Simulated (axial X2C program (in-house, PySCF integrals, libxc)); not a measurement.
## ScH⁺: cheaper levels and CCSD(T), 2c

Calculated with an in-house all-electron X2C program for linear molecules (integrals from PySCF). Two-component (2c) means X2C with spin–orbit coupling and atomic mean-field two-electron Coulomb and Gaunt terms. Basis: Sc dyall-cv3z [10s11p7d5f2g], H dyall-v3z [6s2p1d] (cores contracted in-house); Gaussian nuclei, density fitting, unrestricted open shells. Masses: Sc 44.956 u, H 1.008 u.

State: Ω = 3/2 (⟨Sz⟩ = -0.50, ⟨Lz⟩ = 2.00 at HF); fragments Sc+ + H.

| level | Re (Å) | ωe (cm⁻¹) |
| --- | --- | --- |
| PBE0 | 1.777 | 1673.7 |
| HF | 1.831 | 1653.6 |
| MP2 | 1.785 | 1692.6 |
| CCSD | 1.803 | 1644.3 |
| BHandHLYP | 1.785 | 1689.5 |

Correlated methods: 11 electrons correlated (number of frozen shells: Sc 2 s, 1 p; H none), 235 virtual spin orbitals or spinors in MP2, 90 natural virtuals in coupled cluster.

CCSD(T), same Hamiltonian and basis:

Re = 1.801 Å, ωe = 1639.9 cm⁻¹; T1 = 0.014 (Lee–Taylor normalisation).

Problem. Give the differences from CCSD(T) in the columns below.

Solution. 

```tsv
level	ΔRe (Å)	Δωe (cm⁻¹)
PBE0	-0.024	34
HF	0.030	14
MP2	-0.016	53
CCSD	0.002	4
BHandHLYP	-0.016	50
```

One determinant describes the state; a PBE0 search over occupations chose it and may have missed a lower one. De is not given where an atomic determinant may have missed its ground term or J level, or where the truncated virtual space spoils (T). Density functionals use the spin component along the axis (collinear). CCSD and (T) use frozen natural virtuals with an MP2 correction for the truncation; (T) itself is uncorrected, so its De runs slightly low. Other states lie close and PBE0, whose exact exchange favours high spin, may order them wrongly; the determinant shown need not be the ground state. The nearest other 2c determinant of the search, Ω = 5/2, lies 0.02 eV up at the distance of the search. The functionals have no current-density term, which raises determinants with orbital currents, atoms included.
